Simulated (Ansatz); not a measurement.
System: tribromo(chloro)germane, sum formula GeBr3Cl (charge 0, singlet). SMILES: [Br][Ge]([Br])([Br])[Cl]
Geometry: optimised at B3LYP-D3(BJ)/def2-TZVP (Ansatz, an electronic-structure program).

Computed values are from Ansatz. Cores are frozen in the correlated levels unless marked. UHF or UKS for open shells. No spin-orbit coupling. The frozen core is the preceding noble-gas configuration, with the filled d and f shells of earlier blocks. Non-relativistic. Basis-set limits of correlation are two-point, X^-3; Hartree-Fock from the larger set. The bracket is a focal-point correction in the basis named.

Q: What is the dipole moment at CCSD(T)/def2-SVPD?

A: 0.38 D.

Q: What is the atomisation energy De at CCSD(T)/CBS(def2-TZVPPD,def2-QZVPPD)?

A: 1263.8 kJ/mol.

Q: What is the total energy at CCSD(T)/CBS(def2-TZVPPD,def2-QZVPPD)?

A: -10253.5251 Eh.

Q: What is the T1 diagnostic at CCSD/def2-QZVPPD?

A: 0.009.

Q: What is the vertical triplet-singlet gap at RI-MP2/CBS(def2-TZVPPD,def2-QZVPPD)+[CCSD(T)-MP2]/def2-TZVPPD?

A: 5.27 eV.
